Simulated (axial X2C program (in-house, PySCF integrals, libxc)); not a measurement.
# What spin–orbit coupling does to HfTe

Calculated with an in-house all-electron X2C program for linear molecules (integrals from PySCF). Spin-free means the one-electron spin-free X2C Hamiltonian; two-component (2c) means X2C with spin–orbit coupling and atomic mean-field two-electron Coulomb and Gaunt terms, so the difference of the two also holds small scalar two-electron terms. Basis: Hf dyall-cv3z [13s14p9d7f4g], Te dyall-cv3z [11s12p8d4f1g] (cores contracted in-house); Gaussian nuclei, density fitting, unrestricted open shells. Masses: Hf 179.947 u, Te 129.906 u.

Spin-free state: M_S = 0, Λ = 0 (closed shell); fragments Hf + Te.

```json
{"level": "PBE0", "Re (Å)": "2.499", "ωe (cm⁻¹)": "264.7", "De (eV)": "4.356", "μ (D)": "-4.18"}
{"level": "TPSSh", "Re (Å)": "2.506", "ωe (cm⁻¹)": "259.3", "De (eV)": "4.471", "μ (D)": "-4.07"}
```

Dipoles are positive if Te is the positive end.

Two-component determinant lowest at the distance of the search:

Ω = 0 (closed shell); fragments Hf + Te.

```tsv
level	Re (Å)	ωe (cm⁻¹)	μ (D)
PBE0	2.503	261.3	-4.10
TPSSh	2.509	256.3	-4.00
```

From the two tables, how do the constants change at the PBE0 level (2c against spin-free)?

At the PBE0 level Re increases by 0.004 Å and ωe goes down by 3.4 cm⁻¹.

Occupations by symmetry block were frozen at the best pattern of an incomplete PBE0 search. Closed shells are restricted here (equal orbitals for both partners); the stretched side of such a curve lies too high. De is counted from the lowest determinant-based energies of the atoms at the same level, without counterpoise correction. De is not given where an atomic determinant may have missed its ground term or J level, or where the truncated virtual space spoils (T). PBE0 can misorder states that lie within some tenths of an eV, so this need not be the ground state of the molecule. The nearest other spin-free determinant of the search, M_S = 1, Λ = 2, lies 0.40 eV up at the distance of the search. The functionals have no current-density term, which raises determinants with orbital currents, atoms included.
